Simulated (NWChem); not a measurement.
Molecule: C$_{2}$H$_{4}$Cl$_{2}$Si; SMILES ClC(=C[SiH3])Cl

Task: Give the equilibrium geometry at PBE0/def2-SVP (NWChem) as a list of bonds and angles, with the point group.

Result: point group Cs; any orientation.
Bonds (Å): Si1–C2 1.876, Si1–H6 1.493, Si1–H7 1.493, Si1–H8 1.493, C2–C3 1.336, C2–H9 1.095, C3–Cl4 1.729, C3–Cl5 1.724. Bond angles (°): C2–Si1–H6 110.8, C2–Si1–H7 110.8, C2–Si1–H8 107.7, H6–Si1–H7 109.0, H6–Si1–H8 109.2, H7–Si1–H8 109.2, Si1–C2–C3 123.8, Si1–C2–H9 120.2, C3–C2–H9 116.0, C2–C3–Cl4 122.5, C2–C3–Cl5 123.9, Cl4–C3–Cl5 113.7.
